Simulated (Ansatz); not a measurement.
`[AlH2][SiH2]O[SiH3]` + `[NH2][Zn][OH]` → `[NH2][Zn][O][SiH3]` + `O[SiH2][AlH2]`  (ligand exchange at the Si–O bond)

Gas-phase electronic energies from Ansatz, PBE0-D4/def2-TZVP geometries. CBS: MP2 limit from def2 TZ/QZ plus the TZ coupled-cluster correction, frozen cores. Functionals use def2-TZVPP. B3LYP here is the variant with VWN-RPA as its local correlation; programs differ in this. For Zn outer-core shells are correlated without core-valence functions, which leaves a few kJ/mol of doubt a bond. Scalar relativity is left out up to krypton. Each species was taken in one conformer, which may not be the lowest.

`[AlH2][SiH2]O[SiH3]`:

Cartesian coordinates in Å:
```
Al 1.924 1.974 0.488
Si 0.122 0.720 -0.628
O -0.292 -0.618 0.244
Si -1.319 -1.890 0.255
H 2.562 1.482 1.857
H 2.460 3.312 -0.183
H -1.095 1.568 -0.820
H 0.528 0.295 -2.005
H -1.090 -2.661 1.501
H -1.072 -2.764 -0.923
H -2.729 -1.417 0.214
```

`[NH2][Zn][OH]`:

```xyz
6

N    -0.672    1.224   -0.352
Zn    0.325   -0.260   -0.075
O     1.446   -1.628    0.015
H    -0.718    1.879    0.417
H    -1.615    1.071   -0.683
H     1.234   -2.286    0.678
```

`[NH2][Zn][O][SiH3]`:

Cartesian coordinates in Å:
```
N -2.828 -0.500 0.307
Zn -1.079 -0.045 0.345
O 0.584 0.500 0.554
Si 2.057 0.437 -0.117
H -3.348 -0.164 -0.492
H -3.023 -1.488 0.405
H 2.463 -0.964 -0.435
H 2.115 1.214 -1.390
H 3.059 1.009 0.823
```

`O[SiH2][AlH2]`:

```xyz
8

O     0.797   -1.678    0.087
Si    0.612   -0.069    0.454
Al   -1.327    0.816   -0.772
H     1.525   -2.140    0.506
H     0.450    0.115    1.932
H     1.859    0.691    0.116
H    -1.718    2.345   -0.570
H    -2.197   -0.080   -1.753
```

| level | ΔE (kJ/mol) | difference from CCSD(T)/CBS |
| --- | --- | --- |
| PBE-D4 | -2.3 | 3.6 |
| r2SCAN-D4 | -5.3 | 0.6 |
| B3LYP-D4 | -2.8 | 3.1 |
| ωB97X-V | -6.6 | -0.7 |
| ωB97M-V | -6.3 | -0.4 |
| B2PLYP | -6.2 | -0.3 |
| PBE | -4.0 | 1.9 |
| r2SCAN | -5.8 | 0.1 |
| B3LYP | -5.5 | 0.4 |
| MP2/def2-TZVPP | -7.0 | -1.1 |
| SCS-MP2/def2-TZVPP | -7.7 | -1.8 |
| CCSD/def2-TZVPP | -8.4 | -2.5 |
| CCSD(T)/def2-TZVPP | -7.8 | -1.9 |
| HF/def2-QZVPP | -12.2 | -6.3 |
| MP2/def2-QZVPP | -5.7 | 0.2 |
| SCS-MP2/def2-QZVPP | -6.4 | -0.5 |
| CCSD(T)/CBS | -5.9 | 0 |

Largest T1 diagnostic among the species: 0.017.

In def2-TZVPP, CCSD(T) changes the Hartree–Fock value by +5.1 kJ/mol (the triples alone add +0.6 kJ/mol) and MP2 by +5.9 kJ/mol. From PBE to PBE0 (25 % exact exchange), in def2-TZVPP and without D4, ΔE moves by −3.3 kJ/mol.
